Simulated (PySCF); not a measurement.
Compound: C4H8FNSi2.
Geometry (PBE0-D3(BJ)/def2-SVP, Å), atoms numbered from 1 in this order:
```
atom  x, y, z in Å
N1     3.4708   -1.7458    0.1173
C2     2.5117   -1.2995    0.5946
Si3    0.9526   -0.5682    1.2948
Si4   -0.9232   -1.7373    0.5158
C5    -1.4510   -0.3040   -0.6262
C6    -0.2270    0.5501   -0.9879
C7     0.5382    0.9946    0.2495
F8    -0.3014    1.7695    1.0457
H9     1.1841   -0.2660    2.7312
H10   -1.9451   -2.0922    1.5429
H11   -0.5225   -2.9581   -0.2454
H12   -1.9647   -0.6703   -1.5278
H13   -2.1724    0.3173   -0.0712
H14    0.4713   -0.0174   -1.6292
H15   -0.5288    1.4400   -1.5661
H16    1.4161    1.6045   -0.0208
```

Linear response at wB97X-D/def2-SVPD (PySCF, frozen core in the response, non-relativistic).

Static isotropic polarisability: 102.92 au (15.25 Å³), principal values 92.6, 100.0, 116.2 au.

Q: What is the polarisability at 1064 nm and at the sodium D line?

A: 103.93 au at 1064 nm (+1.0 %), 106.32 au at 589.3 nm (+3.3 %). The rise at 589.3 nm is 3.37 times that at 1064 nm; a pure ω² law gives 3.26. The lowest singlet lies at 202 nm, shorter than both wavelengths.

Q: What is the isotropic C6 coefficient between two such molecules, C6 = (3/π)∫α(iω)² dω?

A: 3970 au (Eh·bohr⁶) by a ten-point quadrature over imaginary frequencies, which is 2370 eV·Å⁶ or 229 J·nm⁶/mol.

Q: Which effective excitation energy ω̄ makes London's formula C6 = (3/4)α²ω̄ exact here?

A: ω̄ = 4·C6/(3α²) = 0.500 Eh = 13.6 eV. A one-pole form α(ω) = α/(1 − ω²/ω̄²) fitted to the 1064 nm value gives 11.8 eV.

Q: What n − 1 at the D line would an ideal gas of it have at 273.15 K and 1 atm (2.6868 × 10¹⁹ cm⁻³), by n − 1 = 2π·N·α′?

A: 26.60 × 10⁻⁴, a formal value whether or not that pressure can be reached.

Q: The lowest 6 singlets have (eV, f): 6.13, 0.010; 6.42, 0.088; 6.96, 0.135; 7.06, 0.028; 7.34, 0.009; 7.47, 0.138. What share of the static polarisability do they carry in the sum over states α = Σ f/ω²?

A: 6.21 au, 6.0 % of α; the largest term, 2.06 au, is that of the state at 6.96 eV. Their oscillator strengths add up to 0.41. Higher states carry the rest.

Q: What three-body coefficient follows from the one-pole estimate C9 = (3/4)·α·C6?

A: 306000 au. This is an estimate from the two numbers above, not a computed integral.

Q: How many electrons N does the Slater–Kirkwood formula C6 = (3/4)·√N·α^(3/2) need to give this C6?

A: N = (4·C6/3)²/α³ = 25.7; the species has 76 electrons in all.

Q: What molar refraction at the D line follows from R = (4π/3)·N_A·α′, with α′ the polarisability volume?

A: α′ = 15.76 Å³ gives R = 39.74 cm³/mol, for isolated, non-vibrating species.

Q: How anisotropic is the static polarisability, by Δα² = ½[(α1 − α2)² + (α2 − α3)² + (α3 − α1)²]?

A: Δα = 20.9 au, or 0.20 of the isotropic value.

One conformer stands for the species.

wB97X-D is run here without its empirical dispersion term; that term would change no orbital, density or response property at a fixed geometry.
